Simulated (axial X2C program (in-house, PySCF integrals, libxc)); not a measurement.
The numbers below are computed, except where a source is named.
TcP: input and output

Program: an in-house all-electron X2C program for linear molecules (integrals from PySCF).

Input:
```json
{"zs": [43, 15], "q": 0, "bas": ["dyall-cv3z", "dyall-v3z"], "levels": ["PBE0", "HF", "B97-3", "BLYP", "TPSS"], "cc": true, "r0": 2.22, "thr": -2.0, "nmax": 140}
```
```bash
python so2c.py task.json out
```

Keys: zs atomic numbers; q charge; bas basis sets; levels methods; cc coupled cluster on or off; r0 starting distance in Å; thr threshold in hartree for freezing inner shells (an s shell follows its p shell); nmax most natural virtual spinors. HF also brings MP2.

Output of the HF step, with spin–orbit coupling, at R = 2.107 Å for the state Ω = 1. It starts from PBE0 orbitals of this distance.

```
two-component X2C + atomic mean field  HF
basis functions 196  fitting functions 963  grid points 5081
iter        total energy     max residual
   1      -4622.801170357     3.06e-01
   2      -4622.835315715     2.05e-02
   3      -4622.843377424     1.72e-02
   4      -4622.848811616     1.24e-02
   5      -4622.855722875     7.20e-03
   6      -4622.861012366     3.12e-03
   7      -4622.862344192     2.37e-03
   8      -4622.863143928     1.86e-03
   9      -4622.863876056     8.63e-04
  10      -4622.863961728     4.41e-04
  11      -4622.863986215     2.48e-04
  12      -4622.863995190     1.77e-04
  13      -4622.864001733     9.85e-05
  14      -4622.864004226     4.78e-05
  15      -4622.864004625     2.18e-05
  16      -4622.864004688     5.57e-06
  17      -4622.864004693     3.93e-06
  18      -4622.864004694     3.29e-06
  19      -4622.864004696     2.33e-06
converged
one-electron -6697.19003934  Coulomb 2064.65869777  exact exchange -150.21417778  xc functional 0.00000000  nuclear repulsion 161.99302375  atomic mean-field constant -2.11150910
correlated 12  virtual 252  natural virtual 140  E(MP2) -0.282957596  MP2 remainder -0.003175366
iter   CCSD correlation   residual
   1     -0.284573393   1.77e-01
   2     -0.296329430   1.05e-01
   3     -0.306882372   7.15e-02
   4     -0.312750325   4.34e-02
   5     -0.316122174   2.30e-02
   6     -0.316697400   1.08e-02
   7     -0.317093078   5.95e-03
   8     -0.317112702   3.07e-03
   9     -0.317124864   1.44e-03
  10     -0.317160368   5.61e-04
  11     -0.317152365   2.73e-04
  12     -0.317159223   1.52e-04
  13     -0.317154891   9.00e-05
  14     -0.317152586   4.71e-05
  15     -0.317151500   2.30e-05
  16     -0.317151196   1.12e-05
  17     -0.317151202   6.31e-06
(T) -0.023140029  T1 0.1243  D1 0.2127  max T2 0.072
```
Energies are in hartree; totals compare only within one Hamiltonian and basis. T1 is large, a sign of multireference character or of a spin-contaminated reference. T1 in the output is the amplitude norm over the root of the electron number; divide by √2 for the Lee–Taylor value. The determinant is spin-polarised beyond a pure state at some levels (its spin-free form has ⟨S²⟩ too high), which makes Re and μ there less reliable.
